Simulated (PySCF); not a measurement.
# Stationary points of [GeH5]-

Computed with PBE0 in PySCF with Ge def2-TZVPD, H def2-TZVPD; no relativity; density-fitted integrals.

Relaxations began from a few typed shapes. The search is not exhaustive: other isomers or separated fragments can lie lower, and high-lying points may rest on an excited occupation.

```csv
spin,group,bonds,angles,imaginary modes (cm⁻¹),ΔE (kJ/mol),ΔE with ZPE (kJ/mol)
singlet,D3h,"Ge–H 1.584 Å (×3), Ge–H 1.726 Å (×2)","H–Ge–H 90.0° (×6), H–Ge–H 120.0° (×3), H–Ge–H 180.0°",none,0.0,0.0
singlet,C4v,"Ge–H 1.566 Å, Ge–H 1.658 Å (×4)","H–Ge–H 87.6° (×4), H–Ge–H 101.8° (×4), H–Ge–H 156.4° (×2)",401i,10.8,–
```

The lowest minimum found is the singlet D3h: Ge–H 1.584 Å (×3), Ge–H 1.726 Å (×2); H–Ge–H 90.0° (×6), H–Ge–H 120.0° (×3), H–Ge–H 180.0°.

For the lowest minimum: the highest occupied level lies above zero, a sign of self-interaction error or too small a basis; response properties are unreliable. The lowest empty level of this anion is unbound, so it and the gap depend on the basis.
